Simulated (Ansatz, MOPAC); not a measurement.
Molecule: C$_{2}$H$_{10}$GeN, charge 1, multiplicity 1. SMILES: [GeH3][NH+](C)C

Atoms: C1, N2, C3, Ge4, H5, H6, H7, H8, H9, H10, H11, H12, H13, H14. Bonds: C1-N2, C1-H5, C1-H6, C1-H7, N2-C3, N2-Ge4, N2-H8, C3-H9, C3-H10, C3-H11, Ge4-H12, Ge4-H13, Ge4-H14.

Bond lengths (Å) and angles (degrees) optimised at PM3 with MOPAC; PM6 with MOPAC; MNDO with MOPAC; HF/3-21G with Ansatz (a quantum-chemistry and plane-wave program); HF/6-31G* with LANL2DZ past Ar with Ansatz; MP2/6-31G* with LANL2DZ past Ar with Ansatz, each started from the B3LYP-D3(BJ)/def2-TZVP structure (Ansatz) of the last column. A row stands for all coordinates that are equal there; 11 of 18 kinds are shown. 6-31G* holds six Cartesian d functions. No wavenumbers were computed at MNDO, MP2/6-31G* with LANL2DZ past Ar, so these may be saddle points.

```json
[
 {"coordinate": "C1-N2", "PM3": "1.496", "PM6": "1.506", "MNDO": "1.507", "HF/3-21G": "1.526", "HF/6-31G* with LANL2DZ past Ar": "1.494", "MP2/6-31G* with LANL2DZ past Ar": "1.500", "B3LYP-D3(BJ)/def2-TZVP": "1.497"},
 {"coordinate": "C1-H5", "PM3": "1.103", "PM6": "1.108", "MNDO": "1.112", "HF/3-21G": "1.079", "HF/6-31G* with LANL2DZ past Ar": "1.080", "MP2/6-31G* with LANL2DZ past Ar": "1.090", "B3LYP-D3(BJ)/def2-TZVP": "1.088"},
 {"coordinate": "C1-H6", "PM3": "1.103", "PM6": "1.110", "MNDO": "1.112", "HF/3-21G": "1.079", "HF/6-31G* with LANL2DZ past Ar": "1.081", "MP2/6-31G* with LANL2DZ past Ar": "1.091", "B3LYP-D3(BJ)/def2-TZVP": "1.089"},
 {"coordinate": "N2-Ge4", "PM3": "1.921", "PM6": "2.000", "MNDO": "2.091", "HF/3-21G": "1.941", "HF/6-31G* with LANL2DZ past Ar": "2.003", "MP2/6-31G* with LANL2DZ past Ar": "2.013", "B3LYP-D3(BJ)/def2-TZVP": "2.004"},
 {"coordinate": "N2-H8", "PM3": "1.004", "PM6": "1.054", "MNDO": "1.023", "HF/3-21G": "1.016", "HF/6-31G* with LANL2DZ past Ar": "1.009", "MP2/6-31G* with LANL2DZ past Ar": "1.028", "B3LYP-D3(BJ)/def2-TZVP": "1.020"},
 {"coordinate": "Ge4-H12", "PM3": "1.510", "PM6": "1.517", "MNDO": "1.468", "HF/3-21G": "1.521", "HF/6-31G* with LANL2DZ past Ar": "1.515", "MP2/6-31G* with LANL2DZ past Ar": "1.530", "B3LYP-D3(BJ)/def2-TZVP": "1.524"},
 {"coordinate": "C1-N2-C3", "PM3": "112.8", "PM6": "109.9", "MNDO": "113.0", "HF/3-21G": "109.9", "HF/6-31G* with LANL2DZ past Ar": "111.6", "MP2/6-31G* with LANL2DZ past Ar": "111.2", "B3LYP-D3(BJ)/def2-TZVP": "111.8"},
 {"coordinate": "C1-N2-Ge4", "PM3": "105.6", "PM6": "111.5", "MNDO": "112.6", "HF/3-21G": "112.4", "HF/6-31G* with LANL2DZ past Ar": "112.1", "MP2/6-31G* with LANL2DZ past Ar": "111.8", "B3LYP-D3(BJ)/def2-TZVP": "111.7"},
 {"coordinate": "N2-C1-H5", "PM3": "110.4", "PM6": "112.4", "MNDO": "109.9", "HF/3-21G": "108.4", "HF/6-31G* with LANL2DZ past Ar": "109.0", "MP2/6-31G* with LANL2DZ past Ar": "108.6", "B3LYP-D3(BJ)/def2-TZVP": "108.8"},
 {"coordinate": "N2-C1-H6", "PM3": "110.4 to 112.3", "PM6": "111.7 to 112.1", "MNDO": "109.0 to 111.5", "HF/3-21G": "108.9 to 109.3", "HF/6-31G* with LANL2DZ past Ar": "109.5", "MP2/6-31G* with LANL2DZ past Ar": "109.4", "B3LYP-D3(BJ)/def2-TZVP": "109.5"},
 {"coordinate": "C1-N2-H8", "PM3": "109.3", "PM6": "106.8", "MNDO": "105.8", "HF/3-21G": "106.9", "HF/6-31G* with LANL2DZ past Ar": "107.0", "MP2/6-31G* with LANL2DZ past Ar": "107.1", "B3LYP-D3(BJ)/def2-TZVP": "107.5"}
]
```

A range marks coordinates that this level makes unequal.

Mean signed difference of all 13 bond lengths from B3LYP-D3(BJ)/def2-TZVP: PM3 -0.004 Å, PM6 0.012 Å, MNDO 0.007 Å, HF/3-21G -0.005 Å, HF/6-31G* with LANL2DZ past Ar -0.007 Å, MP2/6-31G* with LANL2DZ past Ar 0.004 Å.
